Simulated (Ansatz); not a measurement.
`[SiH3]OBCl` + `C=CF` → `C=C(F)BCl` + `O[SiH3]`  (formal exchange of groups at a B–O bond)

Computed with Ansatz on PBE0-D4/def2-TZVP structures; ΔE is electronic, products minus reactants. CCSD(T)/CBS adds triple-zeta CCSD(T) − MP2 to the extrapolated MP2 energy (def2 sets, frozen cores). This one scheme is used for every species. Functionals use def2-TZVPP. B3LYP here is the variant with VWN-RPA as its local correlation; programs differ in this. HSE06 is defined as in plane-wave codes. Each species was taken in one conformer, which may not be the lowest.

```tsv
level	ΔE (kJ/mol)	difference from CCSD(T)/CBS
LDA (SPW92)	113.1	-5.2
revPBE-D4	108.5	-9.8
BLYP-D4	116.4	-1.9
r2SCAN-D4	115.9	-2.4
B97M-V	115.9	-2.4
B3LYP-D4	119.2	0.9
r2SCANh-D4	116.9	-1.4
r2SCAN0-D4	118.3	0.0
HSE06-D4	113.5	-4.8
BHLYP-D4	124.4	6.1
ωB97X-V	118.9	0.6
ωB97M-V	119.4	1.1
B2PLYP	119.1	0.8
PBE-QIDH	117.3	-1.0
PBE	109.4	-8.9
revPBE	108.1	-10.2
BLYP	115.0	-3.3
r2SCAN	115.9	-2.4
PBE0	113.0	-5.3
B3LYP	117.9	-0.4
r2SCANh	116.8	-1.5
r2SCAN0	118.2	-0.1
HSE06	112.8	-5.5
BHLYP	122.6	4.3
CAM-B3LYP	121.9	3.6
LC-ωPBE	118.8	0.5
RPA@PBE/def2-TZVPP	115.9	-2.4
HF/def2-SVP	141.4	23.1
MP2/def2-SVP	136.2	17.9
CCSD(T)/def2-SVP	135.9	17.6
MP2/def2-TZVPP	118.7	0.4
SCS-MP2/def2-TZVPP	120.3	2.0
CCSD/def2-TZVPP	120.7	2.4
CCSD(T)/def2-TZVPP	118.8	0.5
HF/def2-QZVPP	130.5	12.2
MP2/def2-QZVPP	118.8	0.5
SCS-MP2/def2-QZVPP	120.5	2.2
HF/CBS(def2)	130.7	12.4
MP2/CBS(def2)	118.2	-0.1
CCSD/CBS(def2)	120.2	1.9
CCSD(T)/CBS	118.3	0
```

Largest T1 diagnostic among the species: 0.013.

Leaving LDA and LC-ωPBE aside and taking each functional with its dispersion term where it has one, the values spread over 15.9 kJ/mol, from revPBE-D4 to BHLYP-D4. LDA lies +3.7 kJ/mol from PBE without D4. From BLYP to BHLYP (50 % exact exchange), in def2-TZVPP and without D4, ΔE moves by +7.5 kJ/mol. In def2-TZVPP, CCSD(T) changes the Hartree–Fock value by −10.6 kJ/mol (the triples alone add −1.9 kJ/mol) and MP2 by −10.7 kJ/mol.
